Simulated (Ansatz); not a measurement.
Compare A (`FCCC(F)(F)F`) with its isomer B (`CC(F)C(F)(F)F`).

Program: Ansatz. Geometries: PBE0-D4/def2-TZVP. ΔE: electronic, gas phase. CCSD(T)/CBS adds triple-zeta CCSD(T) − MP2 to the extrapolated MP2 energy (def2 sets, frozen cores). DFT in def2-TZVPP. B3LYP here is the variant with VWN-RPA as its local correlation; programs differ in this. One conformer a species, not always the lowest.

A:

```xyz
11

F    -1.7536    1.6464    0.3562
C    -1.0474    0.4805    0.5684
C     0.1122    0.4375   -0.4027
C     0.9457   -0.8051   -0.2531
F     1.9631   -0.8154   -1.1205
F     1.4701   -0.9099    0.9773
F     0.2272   -1.9175   -0.4687
H    -0.6999    0.4775    1.6044
H    -1.7270   -0.3613    0.4151
H     0.7659    1.2978   -0.2466
H    -0.2562    0.4695   -1.4299
```

B:

```xyz
11

C    -1.0356    0.6011    0.5326
C    -0.0242    0.2842   -0.5350
F     0.7166    1.4048   -0.8334
C     0.9546   -0.8060   -0.1182
F     1.6134   -0.4895    0.9972
F     0.2913   -1.9484    0.1054
F     1.8557   -1.0380   -1.0718
H    -0.5369    0.9436    1.4399
H    -1.6331   -0.2810    0.7662
H    -1.7002    1.3880    0.1757
H    -0.5017   -0.0590   -1.4587
```

Task: Which is lower in electronic energy at CCSD(T)/CBS, and by how much? (Estimate.)

Result: Ansatz gave: B, by 1.9 kJ/mol. So small a gap doesn't settle the order.

Task: Give E(B) − E(A) in kJ/mol with PBE0-D4, BLYP-D4, CCSD(T)/def2-TZVPP, B2PLYP, B3LYP, ωB97M-V, r2SCAN-D4. (An estimate is asked.)

Result: Ansatz gave: PBE0-D4 -1.8, BLYP-D4 -1.7, CCSD(T)/def2-TZVPP -1.9, B2PLYP -0.9, B3LYP -0.2, ωB97M-V -2.9, r2SCAN-D4 -4.5. None reverses the order clearly.

Task: Does the order hold for the free energy at 298.15 K (harmonic terms from PBE0-D4)? (Best estimate.)

Result: Ansatz gave: Yes: G(B) − G(A) = -2.3 kJ/mol, for one conformer each.

Largest T1 diagnostic: 0.011.

Leaving LDA and LC-ωPBE aside and taking each functional with its dispersion term where it has one, the values, not all of them listed here, spread over 3.8 kJ/mol, from B97M-V to B2PLYP. LDA lies −4.2 kJ/mol from PBE without D4.
